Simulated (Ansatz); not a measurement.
One change: `[OH][Ga]([Br])[O][SiH3]` becomes `[OH][Ga]([Cl])[O][SiH3]`.

Ansatz, PBE0-D4/def2-TZVP geometries, multiplicity 1. Each molecule was computed in one conformer, which needn't be the lowest.

Scalar relativity is left out up to krypton.

```
                                          property  `[OH][Ga]([Br])[O][SiH3]`
              HOMO–LUMO gap (PBE0/def2-TZVPP) / eV                       7.30
                 LUMO energy (PBE/def2-TZVPP) / eV                      -2.43
           HOMO–LUMO gap (ωB97M-V/def2-TZVPP) / eV                      11.40
             HOMO–LUMO gap (B3LYP/def2-TZVPP) / eV                       6.70
size of the dipole moment (ωB97M-V/def2-TZVPP) / D                       1.24
                HOMO energy (PBE0/def2-TZVPP) / eV                      -8.79
```

Task: What does the change do to each property? (Estimate.)

Result: Computed: 
```json
{"property": "HOMO–LUMO gap (PBE0/def2-TZVPP) / eV", "`[OH][Ga]([Cl])[O][SiH3]`": "7.48", "shift": "0.18"}
{"property": "LUMO energy (PBE/def2-TZVPP) / eV", "`[OH][Ga]([Cl])[O][SiH3]`": "-2.37", "shift": "0.06"}
{"property": "HOMO–LUMO gap (ωB97M-V/def2-TZVPP) / eV", "`[OH][Ga]([Cl])[O][SiH3]`": "11.62", "shift": "0.22"}
{"property": "HOMO–LUMO gap (B3LYP/def2-TZVPP) / eV", "`[OH][Ga]([Cl])[O][SiH3]`": "6.92", "shift": "0.22"}
{"property": "size of the dipole moment (ωB97M-V/def2-TZVPP) / D", "`[OH][Ga]([Cl])[O][SiH3]`": "1.47", "shift": "0.23"}
{"property": "HOMO energy (PBE0/def2-TZVPP) / eV", "`[OH][Ga]([Cl])[O][SiH3]`": "-8.89", "shift": "-0.10"}
```

With PBE0 the HOMO falls by 0.10 eV and the LUMO rises by 0.08 eV, so the gap widens by about 0.18 eV. PBE moves the HOMO by -0.04 eV and ωB97M-V by -0.15 eV. Dipoles are sizes alone; their direction can turn.

B3LYP here is the variant with VWN-RPA as its local correlation; programs differ in this.

Spin–orbit coupling is left out; it splits and shifts lone-pair levels of the heavy atoms by tenths of an eV.
